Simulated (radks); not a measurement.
Problem. Tb7+, configuration [Kr] 4d10 4f7 5s1 5p3 6p1 (not the ground configuration). Method: Dirac Kohn-Sham, OLYP, spin-unpolarised, spherical densities, point nucleus; open shells fill j = l - 1/2 first; computed with a radial shooting solver on a logarithmic mesh with Libxc functionals.

Spin-orbit splittings of the eigenvalues, e(l+1/2) - e(l-1/2), with zeta = 2 splitting/(2l+1) and mean radii in bohr:

| shell | occ. | splitting (eV) | zeta (eV) | <r> j=l-1/2 | <r> j=l+1/2 |
|---|---|---|---|---|---|
| 2p | 6 | 746.5 | 497.6 | 0.07589 | 0.08284 |
| 3p | 6 | 154.2 | 102.8 | 0.2285 | 0.2417 |
| 3d | 10 | 33.70 | 13.48 | 0.2139 | 0.2180 |
| 4p | 6 | ? | ? | 0.5502 | 0.5795 |
| 4d | 10 | 6.356 | 2.542 | 0.6096 | 0.6196 |
| 4f | 7 | 0.9829 | 0.2808 | 0.7320 | 0.7383 |
| 5p | 3 | 6.605 | 4.403 | 1.293 | 1.353 |
| 6p | 1 | 1.983 | 1.322 | 2.566 | 2.655 |

Estimate the 4p splitting.

Solution. 34.69 eV (zeta = 23.13 eV).
